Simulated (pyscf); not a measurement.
**`[CH3][CH2][CH2][OH2+]`, singlet**

Gas-phase minimum from PySCF at ωB97X-D3(BJ)/def2-SVP, one conformer. 

```xyz
13

C      0.5149     0.4056    -0.7689
C     -0.7672     1.0518    -0.2421
C     -1.5473     0.1832     0.7112
O     -0.7105    -0.1539     1.9525
H      0.3125    -0.5642    -1.2508
H      0.9890     1.0544    -1.5185
H      1.2712     0.2545     0.0222
H     -1.4632     1.2544    -1.0745
H     -0.5671     2.0339     0.2201
H     -1.7923    -0.8148     0.3239
H     -2.4413     0.6485     1.1459
H      0.1253    -0.6158     1.7377
H     -0.5082     0.6181     2.5182
```
Charge +1, spin multiplicity 1.

Bonded distances (Å): C1–C2 1.529, C1–H5 1.102, C1–H6 1.099, C1–H7 1.105, C2–C3 1.507, C2–H8 1.104, C2–H9 1.104, C3–O4 1.535, C3–H10 1.098, C3–H11 1.098, O4–H12 0.979, O4–H13 0.978. Bond angles (°): C2–C1–H5 111.6, C2–C1–H6 110.3, C2–C1–H7 112.6, H5–C1–H6 107.5, H5–C1–H7 108.6, H6–C1–H7 105.9, C1–C2–C3 114.1, C1–C2–H8 110.3, C1–C2–H9 111.6, C3–C2–H8 104.9, C3–C2–H9 110.0, H8–C2–H9 105.5, C2–C3–O4 110.9, C2–C3–H10 114.6 (the first ones only).

Properties at ωB97X-D3(BJ)/def2-SVP:

| Quantity | Result |
|---|---|
| Harmonic wavenumbers, unscaled | 133, 181, 229, 318, 452, 698, 721, 807, 856, 913, 970, 1045, 1123, 1194, 1288, 1324, 1371, 1412, 1430, 1456, 1475, 1487, 1492, 1655, 3057, 3085, 3134, 3149, 3153, 3191, 3236, 3683, 3763 cm⁻¹ |
| Zero-point energy | 76.5 kcal/mol |
| Rotational symmetry number | 1 |
| Entropy of this conformer at 298 K and 1 atm, rigid rotor and harmonic oscillator, modes under 100 cm⁻¹ raised to 100 | 308.2 J/(mol K) |
| Dipole moment | depends on origin |

Single-point totals, which compare only within one level:

| level | total energy (hartree) |
|---|---|
| ωB97X-D3(BJ)/def2-TZVP | -194.82695 |
| PBE/def2-TZVP | -194.48371 |
| r²SCAN/def2-TZVP | -194.62210 |
| B3LYP-D3(BJ)/def2-TZVP | -194.75998 |
| PBE0-D3(BJ)/def2-TZVP | -194.51572 |
| M06-2X/def2-TZVP | -194.64129 |
| ωB97M-D3(BJ)/def2-TZVP | -194.78126 |

Soft torsions are taken as harmonic, which can shift the entropy by several J/(mol K).
